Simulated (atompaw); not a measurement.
Cutoff test, vanadium, PAW (atompaw)

```
Element                 : V (Z = 23)
Generator               : atompaw 4.2.0.5
Type                    : PAW
Functional              : LDA (PW92)
Relativity              : scalar-relativistic
Frozen core             : [Ne]
Valence charge          : 13
Reference configuration : 3s2 3p6 3d4 4s1 4p0
Partial waves           : 3s (bound): rc 1.35 bohr; 4s (bound): rc 2.20 bohr; 3p (bound): rc 1.50 bohr; 4p (bound, empty): rc 1.70 bohr; 3d (bound): rc 2.20 bohr; 3d channel at 2.2 Ry: rc 2.20 bohr
Local potential         : vpsmatchnc scheme with l = 3 at 1 Ry, radius 2.10 bohr
Core correction         : smooth core density matched at 1.60 bohr
Augmentation charge     : besselshape compensation charge, radius 1.65 bohr; PAW radius 2.20 bohr; waves and projectors: custom polynom2 7 10 vanderbiltortho
```

The pseudo-atom Hamiltonian at the reference potential is diagonalised in spherical Bessel functions j_l(qr) that vanish at 20 bohr, with q² up to the cutoff. All-electron valence levels (Ry): 3s -4.8634, 4s -0.2970, 3p -2.9722, 4p -0.0835, 3d -0.1929.

**Question.** How do the lowest levels (Ry) of each channel move with the cutoff, and are there ghosts?

**Answer.**

```tsv
cutoff (Ry)	s #1	s #2	s #3	p #1	p #2	p #3	d #1	d #2	f #1	f #2	Σ f·Δε (mRy)
8	-4.2827	-0.2963	0.0061	-1.3474	-0.0384	0.0641	0.0363	0.0929	0.1050	0.2255	11827.7
21	-4.8626	-0.2970	0.0060	-2.9641	-0.0834	0.0481	-0.1928	0.0541	0.1050	0.2255	50.8
45	-4.8631	-0.2970	0.0060	-2.9714	-0.0835	0.0480	-0.1928	0.0541	0.1050	0.2255	5.7
80	-4.8632	-0.2970	0.0060	-2.9716	-0.0835	0.0480	-0.1929	0.0541	0.1050	0.2255	3.7
140	-4.8633	-0.2970	0.0060	-2.9719	-0.0835	0.0480	-0.1929	0.0541	0.1050	0.2255	2.0
260	-4.8634	-0.2970	0.0060	-2.9721	-0.0835	0.0480	-0.1929	0.0541	0.1050	0.2255	0.4
400	-4.8634	-0.2970	0.0060	-2.9722	-0.0835	0.0480	-0.1929	0.0541	0.1050	0.2255	0.0
```

Result: no extra level below or beside the all-electron valence levels (s, p, d, f tested); 10 mRy is reached at 30 Ry and 1 mRy at 200 Ry.
